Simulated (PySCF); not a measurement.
BrOTa, neutral, multiplicity 3. Atoms are numbered in the order given.

```xyz
3

Ta    -0.1878     0.6788     0.0000
O      1.2382     1.6265     0.0000
Br     0.1087    -1.7875     0.0000
```
Charge 0, spin multiplicity 3.

Coordinates come from a B3LYP-D3(BJ)/def2-TZVP optimisation. The multiplicity is an assumed one; other spin states were not compared. The def2 effective core potentials stand for the cores of Ta; spin–orbit coupling is left out.

All values below come from CAM-B3LYP/def2-TZVPD (PySCF).

Mulliken values depend strongly on the basis, most of all with diffuse functions as here. ESP charges are fitted to the potential on shells at 1.4 to 2.0 van der Waals radii. Atomic charges (e):

| atom | ESP fit | Mulliken | Mulliken spin |
|---|---|---|---|
| Ta1 | 0.70 | 0.93 | 2.10 |
| O2 | -0.46 | -0.52 | -0.10 |
| Br3 | -0.24 | -0.41 | 0.00 |
